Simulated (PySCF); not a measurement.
Computed with PBE-D3(BJ)/def2-TZVP // PBE0-D3(BJ)/def2-TZVP in PySCF 2.14.0. All species are isolated molecules in the gas phase. One relaxed conformer stands for a flexible species; it need not be the lowest. Delta-SCF ions had no search for a lower state. Excitations are Tamm–Dancoff values on a coarser integration grid. The basis has no diffuse functions, so Rydberg states are missing or too high.

Reference species (SMILES): `C=[SiH][SiH3]` (neutral, multiplicity 1).

| Quantity | Value |
|---|---|
| T1 excitation (TDA) | 2.51 eV |
| LUMO | -2.34 eV |
| vertical ionisation energy (Delta-SCF) | 8.61 eV |

After one change: the T1 excitation (TDA) rises by 0.57 eV; the LUMO rises by 1.52 eV; the vertical ionisation energy (Delta-SCF) drops by 1.29 eV.

Q: Which change was made? The new species is one of these.
(A) `C=[SiH]N(C)C` (C–Si–N–C torsion 180°)
(B) `C=[SiH]C#N`
(C) `C=[SiH]C(C)C` (C–Si–C–C torsion 125°)
(D) `C=[SiH]C`

A: A, `C=[SiH]N(C)C` (C–Si–N–C torsion 180°)
